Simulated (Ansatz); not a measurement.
`C=C(Cl)I`. The species carries charge 0 and has multiplicity 1. Correlated methods include outer-core shells of I, which these sets cover unevenly. I: def2 effective core potential.

```xyz
6

C    -0.713    0.259    0.306
C     0.414   -0.237   -0.177
Cl    0.701   -1.924   -0.292
I     1.965    0.980   -0.851
H    -0.868    1.327    0.366
H    -1.499   -0.404    0.647
```

Problem. Give the diagnostics of a CCSD(T)/def2-TZVPP run (frozen core, the Gaussian-basis code of Ansatz). (Best estimate.)

Solution. The calculation gave: T1 = 0.0100, largest single amplitude 0.019, largest double 0.057, (T) share of the correlation energy 3.6 %, 9 CCSD cycles. The RHF solution is unstable towards an unrestricted one. T1 lies under the customary mark of 0.02 for closed shells.
